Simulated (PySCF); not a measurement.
Species: C7H7OP.
SMILES with atom numbers: `[CH:1]#[C:2][P:3]1(=[O:4])[CH:5]=[CH:6][CH2:7][CH:8]=[CH:9]1`

Structure used (GFN2-xTB), in Å, numbered top down from 1:
```
atom  x, y, z in Å
C1     2.6259   -0.0327    1.4940
C2     1.9533   -0.1414    0.5048
P3     1.0263   -0.3189   -1.0060
O4     1.8395   -0.6458   -2.1787
C5    -0.2582   -1.5030   -0.5512
C6    -1.2918   -1.0956    0.1710
C7    -1.4366    0.3079    0.6772
C8    -0.9928    1.3515   -0.3032
C9     0.0736    1.2131   -1.0777
H10    3.2112    0.0637    2.3627
H11   -0.1650   -2.5081   -0.9366
H12   -2.0878   -1.7801    0.4342
H13   -0.8151    0.4045    1.5758
H14   -2.4706    0.4921    0.9742
H15   -1.5967    2.2485   -0.3479
H16    0.3773    1.9533   -1.8040
```

Probes without a nucleus sit at each ring's centroid and 1 Å off its mean plane on both sides; NICS is minus the shielding there, NICSzz its component along the normal. Level: GIAO PBE0/pcSseg-1 (PySCF, non-relativistic, gas phase) on the GFN2-xTB geometry, one conformer.

Ring bond lengths (Å), with Mayer bond orders in brackets: P3–C5 1.805 (0.94), C5–C6 1.325 (1.86), C6–C7 1.499 (1.05), C7–C8 1.499 (1.05), C8–C9 1.325 (1.86), C9–P3 1.805 (0.94).

Question: Give the NICS values of each ring in ppm.

Answer: 
| ring | type | NICS(0) | NICS(1), two faces | NICS(1)zz, two faces | rms pucker (Å) | centre to ring atoms, mean (Å) |
| --- | --- | --- | --- | --- | --- | --- |
| P3–C5–C6–C7–C8–C9 | 6-membered ring with P; formal bonds 2 double, 4 single | -2.1 | -4.7 / -2.8 | -5.3 / -3.2 | 0.22 | 1.51 |

Question: What do they say, and how far can they be read as aromaticity?

Answer: 
- P3–C5–C6–C7–C8–C9: mean NICS(1)zz -4.3 ppm, shielded. P3, C7 have four or more neighbours, and the NICS criterion for π rings isn't applied.

Question: At the second NICS(1) probe listed for ring P3–C5–C6–C7–C8–C9, 1 Å off the ring, how large is the induced field along the normal in 1 T applied along it?

Answer: NICSzz × B0 = -3.2 ppm × 1 T = -3 μT, against the applied field.

Question: List the ring angles and the Hirshfeld charges of the ring atoms.

Answer: 
- P3–C5–C6–C7–C8–C9: P3 101.0° (+0.431 e), C5 119.4° (-0.103 e), C6 123.2° (-0.018 e), C7 113.7° (-0.066 e), C8 123.2° (-0.018 e), C9 119.3° (-0.102 e); sum 699.9° against 720° for a flat convex ring.

Question: How shielded are the nuclei of the rings and their hydrogens (means over atoms taken as equivalent)?

Answer: 
| atoms | environment | σ isotropic (ppm) | principal values of the symmetric part, first atom (ppm) |
| --- | --- | --- | --- |
| P3 | phosphoryl phosphorus | 369.0 | 271.9, 295.8, 539.3 |
| C5 (×2) | alkene CH carbon | 48.9 | -52.2, 53.9, 144.8 |
| C6 (×2) | alkene CH carbon | 34.7 | -84.6, 24.4, 164.4 |
| C7 | allylic carbon | 153.5 | 132.4, 163.5, 164.4 |
| H11 (×2) | vinylic hydrogen | 25.10 | 23.5, 25.3, 26.5 |
| H12 (×2) | vinylic hydrogen | 24.60 | 22.3, 24.5, 27.0 |
| H13 | methylene hydrogen | 28.99 | 24.8, 27.2, 35.0 |
| H14 | methylene hydrogen | 28.58 | 23.8, 27.8, 34.1 |

Time: 25 s of wall time; peak memory 0.86 GiB. Hardware: an Intel Xeon 6975P-C with one thread, shared host with 192 logical CPUs at a one-minute load of 80. This is the whole shielding run at PBE0/pcSseg-1, SCF included.
